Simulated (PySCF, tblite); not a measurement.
Isomers of C9H10Si, one GFN2-xTB conformer each. Single-point energies are computed at PBE0/pcSseg-1 (PySCF, gas phase, no added dispersion term), electronic only.

Question: Rank them by PBE0/pcSseg-1 energy, lowest first (kcal/mol).
A. `[CH:1]#[C:2][c:3]1[cH:4][cH:5][c:6]([CH2:7][SiH3:8])[cH:9][cH:10]1` with C5–C6–C7–Si8 -89°
B. `CC1=C[SiH2]c2ccccc21`
C. `[CH2:1]=[C:2]1[SiH2:3][C@H:4]1[c:5]1[cH:6][cH:7][cH:8][cH:9][cH:10]1` with Si3–C4–C5–C6 -125°

Answer: B (0.0), A (42.7), C (46.2).

As drawn, the highest has a three-membered ring, which the lowest lacks. GFN2-xTB itself gives, in the same order: 0.0, 26.6, 41.5. Both levels put the same isomer lowest; measured from each level's own lowest isomer, the values differ by up to 16.1 kcal/mol (C#Cc1ccc(C[SiH3])cc1: 26.6 against 42.7).

Q: Which frontier levels, dipoles and rotational constants go with these structures?

A: 
```json
{"SMILES": "CC1=C[SiH2]c2ccccc21", "HOMO (eV, PBE0/pcSseg-1)": "-6.49", "LUMO (eV)": "-1.24", "dipole (D)": "0.65", "A, B, C (MHz)": "1745, 1169, 708.8"}
{"SMILES": "C#Cc1ccc(C[SiH3])cc1", "HOMO (eV, PBE0/pcSseg-1)": "-6.58", "LUMO (eV)": "-0.95", "dipole (D)": "1.16", "A, B, C (MHz)": "3567, 525.9, 503.9"}
{"SMILES": "C=C1[SiH2][C@H]1c1ccccc1", "HOMO (eV, PBE0/pcSseg-1)": "-6.31", "LUMO (eV)": "-0.64", "dipole (D)": "0.76", "A, B, C (MHz)": "2417, 710.9, 664.7"}
```

Q: What happens when harmonic zero-point energies from GFN2-xTB frequencies are added?

A: 
```csv
SMILES,ZPE (kcal/mol),electronic (kcal/mol),with ZPE (kcal/mol)
CC1=C[SiH2]c2ccccc21,96.1,0.0,0.0
C#Cc1ccc(C[SiH3])cc1,92.6,42.7,39.2
C=C1[SiH2][C@H]1c1ccccc1,94.9,46.2,45.0
```

The zero-point energies span 3.5 kcal/mol. The order is unchanged.
